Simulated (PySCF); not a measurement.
C3H6BFO2, SMILES C[C@]1(F)OCB1O.

The structure is a stationary point at PBE0-D3(BJ)/def2-SVP. The structure was generated by enumeration; whether it is a known compound was not checked. Other conformers were not sampled.

Level of theory: PBE/def2-TZVP in PySCF.

The molecule is in vacuum.

- total energy: -392.80356 hartree
- highest occupied level: -6.38 eV
- lowest empty level: -1.50 eV
- orbital gap: 4.89 eV
- dipole moment: 0.553 e·Å
- quadrupole, principal values (traceless, Buckingham form, about the centre of nuclear charge): -5.83, -0.56, 6.39 D·Å
- mean static polarisability: 57.5 bohr³ (8.52 Å³)
- polarisability, principal values: 49.1, 58.4, 65.1 bohr³
